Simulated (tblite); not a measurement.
C5H5F3O2 (charge -1 and doublet state).
Geometry (GFN2-xTB, Å), atoms numbered from 1 in this order:
```
atom  x, y, z in Å
C1     0.8763   -1.2297    1.0167
C2     0.0848    0.0118    0.6167
C3     0.8627    1.0899   -0.0770
O4     0.6830    2.3064    0.0220
O5     1.8291    0.6051   -0.9444
C6    -0.8585   -0.1541   -0.5281
F7    -0.3875   -0.9545   -1.5567
C8    -2.2552   -0.0204   -0.4777
F9    -2.7568    0.6665    0.6114
F10   -2.9313    0.4926   -1.5921
H11    1.3872   -1.6292    0.1449
H12    0.2019   -1.9882    1.4120
H13    1.6170   -0.9785    1.7748
H14   -0.4520    0.4450    1.4628
H15    2.0948    1.3453   -1.5044
```

Computed geometry: GFN2-xTB, gas phase. This method treats the open shell by occupation alone, without spin polarisation.

Masses are those of the commonest isotopes; rigid-rotor values at the optimised geometry. The values belong to one conformer with, in the numbering `[CH3:1][C@@H:2]([C:3]([O-:4])[OH:5])[C:6]([F:7])=[C:8]([F:9])[F:10]`, C1–C2–C3–O4 -146°, C2–C3–O5–H 165°, C1–C2–C6–F7 -39°.

**Question.** Give the principal moments of inertia and the rotational constants in GHz.

**Answer.** Ia = 275.35, Ib = 550.49, Ic = 578.40 u·Å²; 505379 MHz·u·Å²/I gives 1835, 918.1 and 873.8 MHz, that is A = 1.8354, B = 0.9181, C = 0.8738 GHz.

**Question.** Classify the top.

**Answer.** A near-prolate asymmetric top; Ray's κ = -0.908.

**Question.** Is it planar, by Δ = Ic − Ia − Ib?

**Answer.** Not planar: Δ = Ic − Ia − Ib = -247.45 u·Å². For a rigid frame Δ = −2 Σ m c², so Σ m c² = 123.72 u·Å² lies off the ab plane: 14.60 from hydrogen and 109.13 from heavier atoms. The atom farthest from that plane is 2.06 Å away.

**Question.** Give the other two planar moments, Paa and Pbb, and the rms extents of the mass along the axes.

**Answer.** Paa = Σ m a² = (Ib + Ic − Ia)/2 = 426.77 and Pbb = Σ m b² = (Ia + Ic − Ib)/2 = 151.63 u·Å². With the mass M = 154.02 u, the rms extents √(P/M) along a, b and c are 1.66, 0.99, 0.90 Å.

For this open shell read J as N, the rotation without spin; fine and hyperfine splittings come on top. Its GFN2-xTB frequencies are all real (lowest 54 cm⁻¹). Whether the extra electron is bound in the gas phase wasn't checked; a finite basis holds it in any case. Zero-point vibration and centrifugal distortion are left out.

The run took 0.28 s of wall time on one thread of an AMD EPYC 9R45, no GPU (shared host). This is the geometry optimisation.
